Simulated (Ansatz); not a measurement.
Harmonic frequencies (cm⁻¹) at PBE0-D4/def2-TZVP from Ansatz: 63, 96, 161, 255, 298, 424, 454, 519, 550, 626, 646, 920, 967, 985, 1023, 1167, 1299, 1360, 1442, 1694, 1763, 1846, 1846, 2950, 3145, 3159, 3248.

Each molecule was computed in one conformer, which needn't be the lowest.

Problem. Which molecule is it?
A. `NC#C[CH2][InH2]`
B. `C=C/C=[N]\[InH2]`
C. `F[SiH]([SiH3])[GeH3]`
D. `[AlH2][SiH2][SiH3]`

Solution. B.
